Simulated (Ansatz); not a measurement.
A geometry relaxed with CAM-B3LYP-D3(BJ)/def2-SVP run with Ansatz (an electronic-structure program), charge 0, multiplicity 1:

```xyz
12

H     -1.5753     0.4796    -1.3168
N      0.0201     0.0042     0.0002
C     -0.5416    -1.2246     0.5017
H      2.4211     1.9385    -0.6672
H     -1.7070     1.2006     0.3022
H     -1.1133    -1.7689    -0.2778
H     -1.2449    -1.0478     1.3412
H      2.9938    -0.8477     0.6194
C     -0.9819     0.9177    -0.4883
H      0.2441    -1.9025     0.8675
In     2.0110     0.4051    -0.0177
H     -0.5262     1.8458    -0.8645
```

Problem. Write the SMILES of this molecule.

Solution. `C[N](C)[InH2]`
